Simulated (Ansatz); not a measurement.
Ansatz (a quantum-chemistry and plane-wave program) input (CCSD(T)/cc-pVDZ):

Ansatz 0.2 input:
```yaml
crystal:
  periodic: [false, false, false]
  atoms:
    - {symbol: B, position_ang: [-0.51819148, 0.16644866, -0.02986438]}
    - {symbol: C, position_ang: [-1.57298393, 1.26343685, -0.23154008]}
    - {symbol: C, position_ang: [-0.87905323, -1.34427926, 0.25251191]}
    - {symbol: O, position_ang: [0.78230995, 0.59212866, -0.11208778]}
    - {symbol: C, position_ang: [1.88422691, -0.28616567, 0.04858540]}
    - {symbol: H, position_ang: [-1.30083024, 2.29615158, -0.42410943]}
    - {symbol: H, position_ang: [-2.63972470, 1.07223210, -0.19367790]}
    - {symbol: H, position_ang: [-0.46115438, -1.68247098, 1.20708527]}
    - {symbol: H, position_ang: [-0.45418838, -2.00628673, -0.50990962]}
    - {symbol: H, position_ang: [-1.95423937, -1.52203790, 0.28205376]}
    - {symbol: H, position_ang: [2.79441062, 0.30300670, -0.05178089]}
    - {symbol: H, position_ang: [1.87377992, -0.75936776, 1.03365729]}
    - {symbol: H, position_ang: [1.88128588, -1.06845095, -0.71463753]}
basis:
  gaussian:
    orbitals: cc-pVDZ
magnetization: {spin_polarized: true, initial_magnetization: 1}
correlation: {method: ccsd_t, electrons: outside_noble_gas}
```

End of the output:

```
reference -5927.73167802 eV, -217.8401212062 hartree; 15, 14 occupied and 90, 91 virtual orbitals, 995 factors
second order -18.17406878 eV of doubles, -0.00000000 eV of singles
coupled cluster: 1.24 GiB planned
cycle   1  -19.22090243 eV  change    -1.0e0 eV  update   9.9e-2
cycle   2  -19.71703310 eV  change   -5.0e-1 eV  update   3.0e-2
cycle   3  -19.84772983 eV  change   -1.3e-1 eV  update   1.8e-2
cycle   4  -19.84964267 eV  change   -1.9e-3 eV  update   6.6e-3
cycle   5  -19.84839835 eV  change    1.2e-3 eV  update   3.6e-3
cycle   6  -19.84874650 eV  change   -3.5e-4 eV  update   1.5e-3
cycle   7  -19.84866062 eV  change    8.6e-5 eV  update   6.6e-4
cycle   8  -19.84877999 eV  change   -1.2e-4 eV  update   2.2e-4
cycle   9  -19.84882497 eV  change   -4.5e-5 eV  update   8.2e-5
cycle  10  -19.84879018 eV  change    3.5e-5 eV  update   2.3e-5
perturbative correction -0.54160902 eV, -0.0199037645 hartree
Total energy: -5948.12207722 eV, -218.5894545560 hartree
```

It need not be the lowest isomer of its formula.
